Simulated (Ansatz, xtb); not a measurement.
**Two isomers of C4H4F2Ge**

Structure a is `FC1=[CH][GeH2][C](F)=C1`, a singlet and structure b is `FC1=[CH][GeH2][CH]=C1F`, a singlet. Both are isolated molecules in the gas phase, relaxed with B3LYP/def2-SVP.

a (Å):

```yaml
atoms:
  - { symbol: C, position_ang: [-0.8344, -1.0267, 0.5688] }
  - { symbol: C, position_ang: [-0.3581, -0.0838, -0.2662] }
  - { symbol: C, position_ang: [0.2011, -2.7250, -0.7265] }
  - { symbol: C, position_ang: [-0.5547, -2.4621, 0.3544] }
  - { symbol: F, position_ang: [-1.5859, -0.7483, 1.6410] }
  - { symbol: F, position_ang: [0.5630, -3.9548, -1.0909] }
  - { symbol: Ge, position_ang: [0.6560, -1.0214, -1.6355] }
  - { symbol: H, position_ang: [-0.5527, 0.9792, -0.1262] }
  - { symbol: H, position_ang: [2.1693, -0.7416, -1.6506] }
  - { symbol: H, position_ang: [0.0827, -0.9374, -3.0614] }
  - { symbol: H, position_ang: [-0.9488, -3.2148, 1.0415] }
```

b (Å):

```yaml
atoms:
  - { symbol: C, position_ang: [0.0536, -0.2225, 0.0043] }
  - { symbol: C, position_ang: [0.5746, -0.4869, -1.2031] }
  - { symbol: C, position_ang: [-0.7485, -2.5204, 0.1624] }
  - { symbol: C, position_ang: [-0.6548, -1.3113, 0.7354] }
  - { symbol: F, position_ang: [0.1096, 0.9528, 0.6311] }
  - { symbol: F, position_ang: [-1.1479, -0.9799, 1.9289] }
  - { symbol: Ge, position_ang: [0.1630, -2.3656, -1.5617] }
  - { symbol: H, position_ang: [1.1052, 0.2598, -1.7939] }
  - { symbol: H, position_ang: [1.4102, -3.2603, -1.6856] }
  - { symbol: H, position_ang: [-0.7636, -2.5764, -2.7734] }
  - { symbol: H, position_ang: [-1.2515, -3.3623, 0.6384] }
```

**Question.** Estimate E(b) − E(a) at the level CCSD(T)/def2-SVP + ΔMP2/def2-TZVPP.

**Answer.** Calculated at CCSD(T)/def2-SVP + ΔMP2/def2-TZVPP: E(b) − E(a) = −15.1 kJ/mol, so structure b lies lower.

The same difference at several levels:

| level | geometry | E(b) − E(a) (kJ/mol) | departure from the last row (kJ/mol) | job, with rough time for the two |
| --- | --- | --- | --- | --- |
| GFN2-xTB | GFN2-xTB | +5.9 | +21.1 | optimisation, 0.1 s |
| HF/STO-3G | GFN2-xTB | +0.1 | +15.3 | single point, 0.4 s |
| r2SCAN-D4/def2-SVP | GFN2-xTB | −13.0 | +2.1 | single point, 3.3 s |
| B3LYP/def2-SVP | B3LYP/def2-SVP | −10.8 | +4.3 | optimisation, 25 s |
| HF/def2-SVP | B3LYP/def2-SVP | −14.4 | +0.8 | part of the CCSD(T) run |
| MP2/def2-SVP | B3LYP/def2-SVP | −16.0 | −0.9 | part of the CCSD(T) run |
| CCSD(T)/def2-SVP | B3LYP/def2-SVP | −14.3 | +0.9 | single point |
| CCSD(T)/def2-SVP + ΔMP2/def2-TZVPP | B3LYP/def2-SVP | −15.1 |  | single point, 66 s |

As drawn, both hold the same kinds of bond in the same numbers.

GFN2-xTB puts the two in the other order. HF/STO-3G finds them nearly level. The largest departure from CCSD(T)/def2-SVP + ΔMP2/def2-TZVPP is that of GFN2-xTB, 21.1 kJ/mol. The last row adds to CCSD(T) the change of the MP2 difference between the two basis sets, here −0.9 kJ/mol.

With thermal terms from frequencies at re-optimised GFN2-xTB minima (ideal gas, soft modes damped towards free rotors, one conformer each, 298.15 K, 1 atm): on the last row, ΔE + ΔZPE = −15.0, ΔH = −15.3, ΔG = −13.1 kJ/mol.

The correlated steps freeze 15 core orbitals; the filled d shell of Ge is correlated, in a basis made for valence electrons. Programs: Ansatz 0.2.0, xtb 6.7.1; the last row on 4 threads of Arm Neoverse V2 on a shared host.
